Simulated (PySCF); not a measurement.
C2H3, SMILES [CH][CH2+] (connectivity only; charge and spin as stated), charge +1, multiplicity 1. Atoms are numbered in the order given.

```xyz
5

C      0.0000     0.0000    -0.5796
C      0.0000     0.0000     0.6721
H      0.0000     0.0000     1.7533
H      0.0000    -0.9394    -1.1541
H      0.0000     0.9394    -1.1541
```
Charge +1, spin multiplicity 1.

Geometry: B3LYP-D3(BJ)/def2-TZVP.

Two levels are set side by side: PBE/pcSseg-2 (PySCF) and B3LYP/pcSseg-2 (PySCF). GIAO shifts against TMS (¹H), TMS (¹³C) at the same level; non-relativistic, no solvent, atoms listed together averaged. Differences are taken from unrounded values.

```tsv
quantity	PBE
δ(¹³C) of C1 (ppm)	72.0
δ(¹³C) of C2 (ppm)	338.1
δ(¹H) of H3 (ppm)	12.93
δ(¹H) of H4, H5 (ppm)	8.87
```

### Question
These are the PBE values. What does B3LYP give? (An estimate is asked for; the answer gives what the named calculation found.)

### Answer

| quantity | B3LYP | PBE minus B3LYP |
|---|---|---|
| δ(¹³C) of C1 (ppm) | 73.1 | -1.1 |
| δ(¹³C) of C2 (ppm) | 362.7 | -24.6 |
| δ(¹H) of H3 (ppm) | 14.51 | -1.58 |
| δ(¹H) of H4, H5 (ppm) | 9.10 | -0.23 |

Rough cost on one machine, each run with all the roots and properties that it gave: B3LYP against PBE within a factor of 2.
